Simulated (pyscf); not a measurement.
# •H₂C–CH₂–CH₂–CH=CH₂, doublet

Gas-phase minimum from PySCF at ωB97X-D3(BJ)/def2-SVP, one conformer. •H₂C–CH₂–CH₂–CH=CH₂ lies 20.8 kcal/mol over its isomer cyclic C₅H₉ (SMILES [CH]1CCCC1) [doublet], and others may lie lower still (electronic energy, ωB97M-D3(BJ)). 

```
C
H 1 1.1027
H 1 1.1046 2 106.76
C 1 1.5043 2 109.90 3 -118.70
C 4 1.3341 1 125.13 2 -4.01
H 5 1.0945 4 121.60 1 -179.41
H 5 1.0962 6 117.08 4 179.76
H 4 1.0991 5 118.93 6 -0.50
C 1 1.5488 2 109.60 3 117.49
H 9 1.1040 1 107.91 2 63.90
H 9 1.1046 10 106.63 1 -116.17
C 9 1.4923 10 110.32 11 -119.53
H 12 1.0945 9 120.87 10 152.75
H 12 1.0945 13 117.61 9 -169.73
```
Charge 0, spin multiplicity 2.

Properties at ωB97X-D3(BJ)/def2-SVP:

```
Property                                                                                                                                                                                                                                                                                                                      Result
---------------------------------------------------------------------------------------------------------------------  -------------------------------------------------------------------------------------------------------------------------------------------------------------------------------------------------------------
Harmonic wavenumbers, unscaled                                                                                         46, 95, 111, 235, 366, 428, 532, 653, 748, 861, 947, 965, 1023, 1030, 1054, 1100, 1184, 1253, 1262, 1311, 1323, 1365, 1439, 1452, 1474, 1485, 1763, 3057, 3066, 3110, 3129, 3156, 3165, 3170, 3261, 3279 cm⁻¹
Zero-point energy                                                                                                                                                                                                                                                                                                      77.1 kcal/mol
Rotational symmetry number                                                                                                                                                                                                                                                                                                         1
Entropy of this conformer at 298 K and 1 atm, rigid rotor and harmonic oscillator, modes under 100 cm⁻¹ raised to 100                                                                                                                                                                                                342.2 J/(mol K)
Dipole moment                                                                                                                                                                                                                                                                                                                 0.15 D
Spin expectation value S2                                                                                                                                                                                                                                                                                                      0.754
```

Single-point totals, which compare only within one level:

```json
[
 {"level": "ωB97X-D3(BJ)/def2-TZVP", "total energy (hartree)": "-196.03907"},
 {"level": "PBE/def2-TZVP", "total energy (hartree)": "-195.64939"},
 {"level": "r²SCAN/def2-TZVP", "total energy (hartree)": "-195.80584"},
 {"level": "B3LYP-D3(BJ)/def2-TZVP", "total energy (hartree)": "-195.95757"},
 {"level": "PBE0-D3(BJ)/def2-TZVP", "total energy (hartree)": "-195.69145"},
 {"level": "M06-2X/def2-TZVP", "total energy (hartree)": "-195.82622"},
 {"level": "ωB97M-D3(BJ)/def2-TZVP", "total energy (hartree)": "-195.98093"}
]
```

The lowest mode is so soft that the shape along it may change with the basis. Soft torsions are taken as harmonic, which can shift the entropy by several J/(mol K).
